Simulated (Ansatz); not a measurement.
Reaction (formal exchange of groups at a C–Si bond): `OCC[SiH2]O` + `[SiH3]S` → `OCC[SiH2]S` + `O[SiH3]`

Calculated with Ansatz (gas phase, PBE0-D4/def2-TZVP geometries, no zero-point term in ΔE). CCSD(T)/CBS adds triple-zeta CCSD(T) − MP2 to the extrapolated MP2 energy (def2 sets, frozen cores). Functionals use def2-TZVPP. B3LYP here is the variant with VWN-RPA as its local correlation; programs differ in this. One conformer a species, not always the lowest.

| level | ΔE (kcal/mol) | difference from CCSD(T)/CBS |
| --- | --- | --- |
| PBE0-D4 | 1.8 | 0.1 |
| B3LYP-D4 | 1.8 | 0.1 |
| ωB97X-V | 1.9 | 0.2 |
| PBE | 2.2 | 0.5 |
| r2SCAN | 2.2 | 0.5 |
| PBE0 | 2.2 | 0.5 |
| B3LYP | 2.3 | 0.6 |
| MP2/def2-TZVPP | 1.3 | -0.4 |
| SCS-MP2/def2-TZVPP | 1.4 | -0.3 |
| CCSD/def2-TZVPP | 1.9 | 0.2 |
| CCSD(T)/def2-TZVPP | 1.9 | 0.2 |
| MP2/def2-QZVPP | 1.2 | -0.5 |
| SCS-MP2/def2-QZVPP | 1.4 | -0.3 |
| HF/CBS(def2) | 2.1 | 0.4 |
| MP2/CBS(def2) | 1.2 | -0.5 |
| CCSD/CBS(def2) | 1.8 | 0.1 |
| CCSD(T)/CBS | 1.7 | 0 |

Largest T1 diagnostic among the species: 0.011.
